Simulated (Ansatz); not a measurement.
(ClAlNH)4 cubane (Al₄N₄Cl₄H₄), relaxed as a singlet with RKS PBE-D4/def2-SVP in Ansatz, starting from the GFN2-xTB geometry. Force threshold 0.03 eV/Å.

Start:

Cartesian coordinates in Å:
```
Al -0.938 0.112 -1.353
Cl -2.079 0.249 -2.997
N -1.358 -1.019 0.163
Al -0.879 0.462 1.318
Cl -1.945 1.023 2.921
N -0.520 1.613 -0.200
Al 1.314 0.986 -0.158
Cl 2.912 2.184 -0.350
N 0.908 -0.477 -1.363
Al 0.502 -1.560 0.194
Cl 1.112 -3.456 0.426
N 0.970 -0.117 1.399
H -2.168 -1.626 0.260
H -0.830 2.573 -0.318
H 1.451 -0.761 -2.174
H 1.547 -0.185 2.233
```

```json
{"step": "1", "energy (eV)": "-82452.4566", "largest force component (eV/Å)": "2.112", "SCF passes": "18"}
{"step": "2", "energy (eV)": "-82452.9831", "largest force component (eV/Å)": "0.167", "SCF passes": "18"}
{"step": "3", "energy (eV)": "-82452.9972", "largest force component (eV/Å)": "0.070", "SCF passes": "19"}
{"step": "4", "energy (eV)": "-82452.9978", "largest force component (eV/Å)": "0.008", "SCF passes": "20"}
```

Force components are those of the run's own axes.

End:

```xyz
16

Al   -0.954    0.114   -1.376
Cl   -2.155    0.259   -3.108
N    -1.335   -1.001    0.160
Al   -0.893    0.469    1.340
Cl   -2.018    1.061    3.029
N    -0.510    1.584   -0.196
Al    1.336    1.002   -0.161
Cl    3.019    2.264   -0.363
N     0.892   -0.469   -1.339
Al    0.511   -1.586    0.196
Cl    1.154   -3.584    0.442
N     0.953   -0.115    1.374
H    -2.151   -1.613    0.258
H    -0.823    2.553   -0.315
H     1.438   -0.756   -2.158
H     1.535   -0.184    2.215
```

By distances, no bond broke or formed. The bond that changes most is Al4–Cl5, from 2.01 to 2.11 Å (atoms count from 1).

No frequencies were taken in this run, so the end may be a saddle point.

Hardware: 4 threads of Arm Neoverse V1 on a shared host. Wall time 18 s.
